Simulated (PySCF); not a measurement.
One of the candidates below gave these computed data.

All candidates are C9H12.

| technique | computed result |
| --- | --- |
| 13C NMR | chemical shifts (computed TMS as zero) by class: 160.1 (1 C), 112.7 (1 C), 88.9 (1 C), 82.9 (1 C), 45.4 (1 C), 39.2 (1 C), 36.4 (1 C), 33.6 (1 C), 4.8 (1 C) ppm [GIAO PBE0/pcSseg-1] |
| Dipole | 0.61 D [PBE0/pcSseg-1] |
| Rotational structure | rotational constants A, B, C: 4.669, 0.753, 0.678 GHz [GFN2-xTB] |
| 1H NMR | chemical shifts (computed TMS as zero) by class: 5.32 (1 H), 5.28 (1 H), 2.77 (1 H), 2.60 (1 H), 2.51 (1 H), 2.47 (1 H), 2.41 (1 H), 2.05 (1 H), 1.96 (3 H), 1.67 (1 H) ppm [GIAO PBE0/pcSseg-1] |

Gas-phase values; electronic properties from PySCF, density fitting. Levels stand in brackets. The structure is a single GFN2-xTB conformer in the gas phase; no vibrational or solvent corrections. GFN2-xTB frequencies show an imaginary mode (35i cm⁻¹), so this geometry is no minimum at that level. NMR values are class means; diastereotopic atoms form classes of their own.

Question: Which candidate is it?
A. `C=C1CC[C@@H](C#CC)C1`
B. `C#C[C@@H]1CCC(=C)[C@H]1C`
C. `Cc1cccc(C)c1C`
D. `C=CCC1=CCC=CC1`

Answer: A. It is `C=C1CC[C@@H](C#CC)C1`. Numbering: `[CH2:1]=[C:2]1[CH2:3][CH2:4][C@@H:5]([C:6]#[C:7][CH3:8])[CH2:9]1`. Its formula, C9H12, gives 4 degrees of unsaturation: 1 ring and 3 π bonds in the structure found. 9 carbons fall into 9 classes; from least to most shielded: fully substituted alkene carbon [C2] (160.1 ppm), terminal =CH2 carbon [C1] (112.7 ppm), alkyne carbon [C6] (88.9 ppm), alkyne carbon [C7] (82.9 ppm), allylic carbon [C9] (45.4 ppm), ring CH2 carbon [C4] (39.2 ppm), allylic carbon [C3] (36.4 ppm), propargylic carbon [C5] (33.6 ppm), propargylic carbon [C8] (4.8 ppm). Hydrogen classes from least to most shielded: 1 H on a terminal =CH2 carbon, C1 (5.32 ppm), 1 H on a terminal =CH2 carbon, C1 (5.28 ppm), 1 H on an allylic carbon, C9 (2.77 ppm), 1 H on a propargylic carbon, C5 (2.60 ppm), 1 H on an allylic carbon, C3 (2.51 ppm), 1 H on an allylic carbon, C9 (2.47 ppm), 1 H on an allylic carbon, C3 (2.41 ppm), 1 H on a ring CH2 carbon, C4 (2.05 ppm), 3 H on a propargylic carbon, C8 (1.96 ppm), 1 H on a ring CH2 carbon, C4 (1.67 ppm). The optimised geometry has point group C1 and is an asymmetric top.

The others, at the same levels:
- `Cc1cccc(C)c1C` fails: it has 6 carbon classes against 9; its computed 13C shifts are 141.0 (2 C), 139.5 (1 C), 133.3 (2 C), 131.3 (1 C), 23.9 (2 C), 17.5 (1 C) ppm, 1H shifts are 7.31 (2 H), 7.30 (1 H), 2.41 (6 H), 2.26 (3 H) ppm and rotational constant A is 2.247 GHz (against 4.669 GHz).
- `C=CCC1=CCC=CC1` fails: its computed 13C shifts are 148.7 (1 C), 140.3 (1 C), 131.8 (1 C), 130.5 (1 C), 126.7 (1 C), 122.6 (1 C), 50.1 (1 C), 32.2 (1 C), 32.0 (1 C) ppm, 1H shifts are 5.99 (1 H), 5.95 (1 H), 5.89 (1 H), 5.83 (1 H), 5.39 (1 H), 5.29 (1 H), 2.95 (2 H), 2.77 (2 H), 2.74 (2 H) ppm and rotational constant A is 3.701 GHz (against 4.669 GHz).
- `C#C[C@@H]1CCC(=C)[C@H]1C` fails: its computed 13C shifts are 165.1 (1 C), 112.8 (1 C), 92.4 (1 C), 75.2 (1 C), 50.6 (1 C), 41.1 (1 C), 37.4 (1 C), 37.1 (1 C), 21.3 (1 C) ppm, 1H shifts are 5.41 (1 H), 5.27 (1 H), 2.56 (1 H), 2.56 (1 H), 2.50 (1 H), 2.13 (1 H), 2.08 (1 H), 1.78 (1 H), 1.50 (1 H), 1.25 (3 H) ppm and rotational constant A is 2.811 GHz (against 4.669 GHz).

Each candidate is one conformer, not necessarily the lowest. The conformers computed, where there is a choice (atom-mapped SMILES and torsion angles):
- `[CH2:1]=[CH:2][CH2:3][C:4]1=[CH:5][CH2:6][CH:7]=[CH:8][CH2:9]1`: C1–C2–C3–C4 121°, C2–C3–C4–C5 108°

The conformers of `C=C1CC[C@@H](C#CC)C1` and `C#C[C@@H]1CCC(=C)[C@H]1C` aren't listed.
